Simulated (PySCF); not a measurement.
# LaO(OH) at several levels of theory

Computed with PySCF 2.14.0 (density fitting, no spin-orbit coupling) at the geometry relaxed with PBE0:

```xyz
4
LaO(OH) (singlet)
La    0.0075   -0.0357   -0.4848
O     1.2797    0.0249    0.9434
O    -2.0029    0.0252    0.3520
H    -2.4350    0.0740    1.2092
```

```tsv
level	basis	state	HOMO (eV)	gap (eV)	charge on La1 (e)	population of f-type functions on La1 (polarisation alone where 4f lies in the core)	dipole about the centre of mass (D)	largest force component (eV/Å)
PBE0	La lcecp-1-SVP with ECP46, O def2-SVP, H def2-SVP	singlet	-6.20	4.55	0.87	0.12	6.02	0.01
PBE0	La lcecp-1-TZVP with ECP46, O def2-TZVP, H def2-TZVP	singlet	-6.19	4.55	1.24	0.14	6.29	0.24
```

In the lcecp rows the 4f levels are missing from HOMO and gap, and the state counts the valence alone.

Charges are Mulliken's, which hang on the basis. The relaxation used the grid (50, 194), these runs (75, 302) or, all-electron (x2c bases, spin-free X2C Hamiltonian), (99, 590).

Question: A further run in the first row's basis gives HOMO (eV) -8.40, gap (eV) 8.38, charge on La1 (e) 0.89, population of f-type functions on La1 (polarisation alone where 4f lies in the core) 0.13, dipole about the centre of mass (D) 6.45, largest force component (eV/Å) 0.33. Which level was it?
A. PBE
B. wB97X

Answer: B. The others give HOMO -4.88 eV (PBE).

In the first row's basis the gap widens with exact exchange: 2.7 eV for PBE (none); 4.5 eV for PBE0 (a fixed share); 8.4 eV for wB97X (rising or full at long range).
